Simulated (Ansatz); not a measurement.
Reaction (redistribution): `[Cl][Ga]([Cl])[Cl]` + `[OH][W]([Cl])([Cl])([Cl])([Cl])[Cl]` → `[OH][Ga]([Cl])[Cl]` + `[Cl][W]([Cl])([Cl])([Cl])([Cl])[Cl]`

Calculated with Ansatz (gas phase, PBE0-D4/def2-TZVP geometries, no zero-point term in ΔE). CCSD(T)/CBS adds triple-zeta CCSD(T) − MP2 to the extrapolated MP2 energy (def2 sets, frozen cores). DFT in def2-TZVPP. Elements past krypton have def2 core potentials. For Ga, W outer-core shells are correlated without core-valence functions, which leaves a few kJ/mol of doubt a bond. Scalar relativity is left out up to krypton. Each species was taken in one conformer, which may not be the lowest.

`[Cl][Ga]([Cl])[Cl]`:

```xyz
4

Cl    1.628   -1.179    0.646
Ga    0.000    0.000    0.000
Cl   -1.767    0.084    1.154
Cl    0.139    1.096   -1.800
```

`[OH][W]([Cl])([Cl])([Cl])([Cl])[Cl]`:

Cartesian coordinates in Å:
```
O -1.500 -0.456 -0.310
W 0.216 0.183 -0.051
Cl 0.377 -1.578 1.468
Cl -0.060 1.868 -1.559
Cl 2.374 0.692 0.514
Cl -0.481 1.618 1.603
Cl 1.045 -1.130 -1.746
H -1.971 -1.198 0.081
```

`[OH][Ga]([Cl])[Cl]`:

```xyz
5

O     0.246   -0.905    1.058
Ga    0.133    0.167   -0.339
Cl    1.736    0.223   -1.708
Cl   -1.585    1.378   -0.637
H    -0.529   -0.863    1.626
```

`[Cl][W]([Cl])([Cl])([Cl])([Cl])[Cl]`:

Cartesian coordinates in Å:
```
Cl -0.592 0.132 2.205
W 0.000 0.000 0.000
Cl 0.799 -2.116 0.341
Cl -0.799 2.116 -0.341
Cl 0.592 -0.132 -2.205
Cl 2.060 0.859 0.502
Cl -2.060 -0.859 -0.502
```

CCSD(T)/CBS gives +58.3 kJ/mol.

(1) Another level gave +60.9 kJ/mol. Which?
A. CAM-B3LYP/def2-TZVPP
B. SCS-MP2/def2-TZVPP
C. r2SCANh-D4/def2-TZVPP
D. HF/def2-TZVPP

Largest T1 diagnostic among the species: 0.024, so the coupled-cluster value is less sure than usual.

## Answers

(1) C. r2SCANh-D4 60.9, SCS-MP2/def2-TZVPP 52.4, CAM-B3LYP 72.3, HF/def2-TZVPP 89.1 kJ/mol.

From PBE to PBE0 (25 % exact exchange), in def2-TZVPP and without D4, ΔE moves by +8.5 kJ/mol. The D4 term adds −3.7 kJ/mol with B3LYP and −1.9 kJ/mol with PBE0; it sums over pairs of atoms, weighted by their polarisabilities, and B3LYP, whose exchange is more repulsive, gets the larger term.

B3LYP here is the variant with VWN-RPA as its local correlation; programs differ in this.
